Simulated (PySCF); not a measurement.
# Computed spin Hamiltonian

Compound: C5H4ClF4 (doublet state).
Structure used (GFN2-xTB), in Å, numbered top down from 1:
```
atom  x, y, z in Å
F1     0.4207   -1.4816   -1.2660
C2     0.2408   -0.3031   -0.6305
C3     1.3029    0.2960    0.0003
C4     2.5767   -0.2244    0.0311
Cl5    3.8411    0.5754    0.8232
C6    -1.1604    0.2078   -0.6753
C7    -1.8808    0.0178    0.6598
F8    -3.1444    0.4644    0.5999
F9    -1.9392   -1.2607    1.0390
F10   -1.2852    0.6929    1.6532
H11    1.1062    1.2318    0.5020
H12    2.8348   -1.1565   -0.4437
H13   -1.7277   -0.3377   -1.4324
H14   -1.1861    1.2775   -0.8979
```

The hyperfine couplings belong to this conformer and change with its torsions.

Identity: `FC(F)(F)C/C(F)=C/[CH]Cl` [radical].

Theory: UKS B3LYP, pcH-1 on C Cl F H, non-relativistic, mean-field spin-orbit, GIAO (PySCF). The structure is a single GFN2-xTB conformer in the gas phase; no vibrational or solvent corrections. The geometry wasn't refined by DFT: couplings that depend on bond lengths, twists or pyramidal angles can differ widely from those at the functional's own minimum. Stability of the SCF solution: not tested. ⟨S²⟩ is 0.775 where a pure state has 0.75.

* g1, g2, g3: 2.00175, 2.00697, 2.00771
* g_iso: 2.00547
* Form of g: close to axial: the two nearest values differ by 12 % of g3 − g1
* ⟨S²⟩: 0.7755 (exact 0.7500)
* α and β electrons: 44, 43
* HOMO–LUMO gap, α and β orbitals: 5.62, 5.36 eV
* Total energy: -1052.49796 Eh

Hyperfine couplings atom by atom, in MHz; T1 to T3 are the principal values of the dipolar part; ρ(0) is the spin density at the nucleus:

| atom | isotope | a_iso | of which spin–orbit | T1 | T2 | T3 | Mulliken spin population | ρ(0) (bohr⁻³) |
| --- | --- | --- | --- | --- | --- | --- | --- | --- |
| F1 | 19F | 82.3 | 0.3 | -150.5 | -120.2 | 270.7 | 0.04 | 0.0195 |
| C2 | 13C | 64.2 | 0.0 | -53.7 | -50.9 | 104.6 | 0.55 | 0.0572 |
| C3 | 13C | -47.5 | 0.0 | -28.8 | 11.6 | 17.2 | -0.24 | -0.0423 |
| C4 | 13C | 63.7 | 0.4 | -52.7 | -51.3 | 104.0 | 0.61 | 0.0564 |
| Cl5 | 35Cl | 3.9 | -0.1 | -23.1 | -15.4 | 38.4 | 0.07 | 0.0090 |
| C6 | 13C | -21.2 | 0.0 | -0.9 | -0.3 | 1.2 | -0.04 | -0.0189 |
| C7 | 13C | 53.3 | 0.0 | -3.6 | -3.0 | 6.6 | 0.03 | 0.0474 |
| F8 | 19F | 6.8 | 0.0 | -7.5 | -7.2 | 14.7 | 0.00 | 0.0016 |
| F9 | 19F | 0.6 | 0.0 | -5.1 | -0.7 | 5.8 | 0.00 | 0.0001 |
| F10 | 19F | -1.7 | 0.0 | -3.0 | -0.1 | 3.1 | 0.00 | -0.0004 |
| H11 | 1H | 11.0 | 0.0 | -5.1 | -1.7 | 6.8 | 0.01 | 0.0025 |
| H12 | 1H | -42.2 | 0.1 | -21.3 | -2.2 | 23.4 | -0.03 | -0.0095 |
| H13 | 1H | 7.1 | 0.0 | -3.2 | -2.6 | 5.8 | 0.00 | 0.0016 |
| H14 | 1H | 38.7 | 0.0 | -3.0 | -2.7 | 5.7 | 0.02 | 0.0087 |

Largest spin populations (Mulliken): C4 (+0.61), C2 (+0.55), C3 (-0.24) and Cl5 (+0.07). The angles at C4 add up to 360.0°, so it is planar; its axial dipolar tensor and the negative coupling of its proton fit spin in a p orbital normal to that plane.

Axes: g3 points within 9° of the C2–C6 bond.

Under fast tumbling the dipolar parts average out, and these isotropic splittings remain: 1 × 19F (F1, I = 1/2, 2 lines) with 2.93 mT, 1 × 1H (H12, I = 1/2, 2 lines) with 1.50 mT, 2 × 1H (H13/H14, I = 1/2, 3 lines) with 0.82 mT, 1 × 1H (H11, I = 1/2, 2 lines) with 0.39 mT, 1 × 35Cl (Cl5, I = 3/2, 4 lines) with 0.14 mT and 3 × 19F (F8/F9/F10, I = 1/2, 4 lines) with 0.07 mT.

Means are taken over nuclei equivalent by connectivity, which assumes that they swap fast. The three 19F nuclei of mean +1.9 MHz run from -1.7 to 6.8 MHz in the frozen geometry. The 1H value of +22.9 MHz is a mean of couplings from 7.1 to 38.7 MHz in this one geometry, not an average over conformers.

Main isotope only: 35Cl (natural samples also hold 24 % 37Cl, magnetic too, which adds its own pattern).

The 13C coupling of C2 (64.2 MHz) shows only in satellite lines or after enrichment, since that isotope makes up about 1.07 % of natural carbon.

Examples of negative spin density at the nucleus (bohr⁻³): C3 (-0.0423), C6 (-0.0189) and H12 (-0.0095).
